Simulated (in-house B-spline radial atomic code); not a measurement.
## Neutral sulfur: [Ne] 3s1 3p4 4s1 (an excited or competing configuration)

All numbers are computed (non-relativistic wB97X, spin-polarised, spherical fractional occupations; point nucleus) with an all-electron radial atomic-structure program (B-spline basis), not measured.

Effective charges: Z_r = [3n² - l(l+1)]/(2<r>) from the radius, Z_e = n√(-2ε) from the energy, and Slater's rules. Values are occupation-weighted means over spin.

| shell | electrons | ε (eV) | <r> (bohr) | Z_r | Z_e | Slater |
| --- | --- | --- | --- | --- | --- | --- |
| 1s | 2 | -2427.1 | 0.09724 | 15.43 | 13.36 | 15.70 |
| 2s | 2 | -227.79 | 0.4797 | 12.51 | 8.18 | 11.85 |
| 2p | 6 | -172.28 | 0.4422 | 11.31 | 7.12 | 11.85 |
| 3s | 1 | -30.041 | 1.624 | 8.31 | 4.46 | 5.80 |
| 3p | 4 | -15.406 | 1.908 | 6.55 | 3.19 | 5.80 |
| 4s | 1 | -3.6416 | 5.708 | 4.20 | 2.07 | 1.75 |

The least bound orbital is 4s up at -3.642 eV, and it is also the most diffuse (<r> = 5.708 bohr).

Caution: exact exchange at fractional occupations of open shells leaves self-interaction of up to several eV.
